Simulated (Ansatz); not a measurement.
Compare A (`O/C=N/[CH2][AlH2]`) with its isomer B (`[CH3][AlH][C](=N)O`).

Program: Ansatz. Geometries: PBE0-D4/def2-TZVP. ΔE: electronic, gas phase. CCSD(T)/CBS adds triple-zeta CCSD(T) − MP2 to the extrapolated MP2 energy (def2 sets, frozen cores). DFT in def2-TZVPP. One conformer a species, not always the lowest.

Question: Which isomer does CCSD(T)/CBS put lower? Give the gap. (Estimate.)

Answer: Computed: B, by 20.3 kcal/mol.

Question: Give E(B) − E(A) in kcal/mol with HF/def2-TZVPP, PBE-D4, B2PLYP, PBE0-D4, r2SCAN-D4, ωB97M-V, CCSD(T)/def2-TZVPP. (Best estimate.)

Answer: The calculation gave: HF/def2-TZVPP -17.4, PBE-D4 -18.8, B2PLYP -19.4, PBE0-D4 -18.6, r2SCAN-D4 -20.0, ωB97M-V -20.0, CCSD(T)/def2-TZVPP -19.6. None reverses the order clearly.

Largest T1 diagnostic: 0.014.

In def2-TZVPP, CCSD(T) changes the Hartree–Fock value by −2.2 kcal/mol (the triples alone add −0.3 kcal/mol) and MP2 by −2.4 kcal/mol.
